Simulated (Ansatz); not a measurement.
Program: Ansatz. Geometries: PBE0-D4/def2-TZVP. ΔE: electronic, gas phase. CCSD(T)/CBS adds triple-zeta CCSD(T) − MP2 to the extrapolated MP2 energy (def2 sets, frozen cores). This one scheme is used for every species. DFT in def2-TZVPP. B3LYP here is the variant with VWN-RPA as its local correlation; programs differ in this. HSE06 is defined as in plane-wave codes. One conformer a species, not always the lowest.

`N[Si]1(F)C=N1` + H₂ → `N[SiH]1C=N1` + H–F  (hydrogenolysis of the Si–F bond)

| level | ΔE (kcal/mol) | difference from CCSD(T)/CBS |
| --- | --- | --- |
| LDA (SPW92) | 26.1 | -1.4 |
| PBE-D4 | 25.8 | -1.7 |
| revPBE-D4 | 26.2 | -1.3 |
| BLYP-D4 | 28.2 | 0.7 |
| r2SCAN-D4 | 29.5 | 2.0 |
| B97M-V | 30.0 | 2.5 |
| B3LYP-D4 | 28.4 | 0.9 |
| r2SCANh-D4 | 29.3 | 1.8 |
| r2SCAN0-D4 | 29.0 | 1.5 |
| HSE06-D4 | 26.1 | -1.4 |
| BHLYP-D4 | 29.4 | 1.9 |
| CAM-B3LYP-D4 | 29.2 | 1.7 |
| ωB97M-V | 28.7 | 1.2 |
| B2PLYP | 28.2 | 0.7 |
| PBE-QIDH | 27.2 | -0.3 |
| PBE | 25.4 | -2.1 |
| revPBE | 24.8 | -2.7 |
| BLYP | 27.2 | -0.3 |
| r2SCAN | 29.4 | 1.9 |
| PBE0 | 25.8 | -1.7 |
| r2SCANh | 29.2 | 1.7 |
| r2SCAN0 | 28.9 | 1.4 |
| HSE06 | 25.7 | -1.8 |
| BHLYP | 28.8 | 1.3 |
| CAM-B3LYP | 28.8 | 1.3 |
| LC-ωPBE | 27.4 | -0.1 |
| HF/def2-SVP | 24.9 | -2.6 |
| MP2/def2-SVP | 25.6 | -1.9 |
| CCSD/def2-SVP | 24.2 | -3.3 |
| CCSD(T)/def2-SVP | 24.1 | -3.4 |
| MP2/def2-TZVPP | 28.2 | 0.7 |
| SCS-MP2/def2-TZVPP | 28.3 | 0.8 |
| CCSD/def2-TZVPP | 27.5 | 0.0 |
| CCSD(T)/def2-TZVPP | 27.4 | -0.1 |
| HF/def2-QZVPP | 29.6 | 2.1 |
| MP2/def2-QZVPP | 28.3 | 0.8 |
| SCS-MP2/def2-QZVPP | 28.4 | 0.9 |
| HF/CBS(def2) | 29.6 | 2.1 |
| MP2/CBS(def2) | 28.3 | 0.8 |
| CCSD/CBS(def2) | 27.6 | 0.1 |
| CCSD(T)/CBS | 27.5 | 0 |

**Question.** What do rigid-rotor, harmonic-oscillator terms from PBE0-D4/def2-TZVP frequencies (298.15 K, 1 bar) make of the CCSD(T)/CBS value? (Estimate.)

**Answer.** Ansatz gave: ΔZPE = +2.7 kcal/mol, ΔH = +29.8 kcal/mol, ΔS = 22 J/(mol·K), ΔG = +28.3 kcal/mol.

Largest T1 diagnostic among the species: 0.013.

At CCSD(T), def2-SVP lies −3.4 kcal/mol from the extrapolated value and def2-TZVPP −0.1 kcal/mol. From BLYP to BHLYP (50 % exact exchange), in def2-TZVPP and without D4, ΔE moves by +1.6 kcal/mol.
